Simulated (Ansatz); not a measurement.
`CN[SiH](F)OC` → `CO[SiH2]F` + `C=N` at 298.15 K and 1 bar (β-hydride elimination).

Computed with Ansatz on PBE0-D4/def2-TZVP structures; ΔE is electronic, products minus reactants. CBS: MP2 limit from def2 TZ/QZ plus the TZ coupled-cluster correction, frozen cores. This one scheme is used for every species. One conformer a species, not always the lowest.

| species | CCSD(T)/CBS energy (Eh) | H − E (kJ/mol) | S (J/(mol·K)) |
| --- | --- | --- | --- |
| `CN[SiH](F)OC` | -599.80104 | 313.6 | 390.7 |
| `CO[SiH2]F` | -505.20189 | 182.6 | 318.6 |
| `C=N` | -94.52360 | 115.3 | 227.0 |

H − E and S are ideal-gas, rigid-rotor, harmonic terms from PBE0-D4/def2-TZVP, for one conformer and one mirror image of each species. 1 Eh = 2625.50 kJ/mol, R = 8.31446 J/(mol·K).

Question: By hand: ΔE, ΔH, ΔS and ΔG.

Answer: ΔE = (-505.20189) + (-94.52360) − (-599.80104) = 0.07555 Eh = 198.4 kJ/mol. Δ(H − E) = 182.6 + 115.3 − 313.6 = -15.7, so ΔH = 182.7 kJ/mol. ΔS = 318.6 + 227.0 − 390.7 = 154.9 J/(mol·K). ΔG = 182.7 − 298.15 × (154.9)/1000 = 136.5 kJ/mol.

Question: By hand: the equilibrium constant, and the temperature at which ΔG would vanish if ΔH and ΔS stayed fixed.

Answer: log₁₀ K = −ΔG/(RT ln 10) = -23.9. ΔG = 0 at ΔH/ΔS = 1179 K.

The number of gas molecules changes by +1, which sets the sign of ΔS. A doubt of 5 kJ/mol in ΔE shifts log₁₀ K by 0.9 here. Other conformers and mirror images would add mixing entropy, several J/(mol·K) or more a flexible species. These are equilibria of isolated gas molecules and say nothing of rates. Largest T1 diagnostic: 0.012 (customary marks: 0.02 for closed shells, 0.045 for open ones).
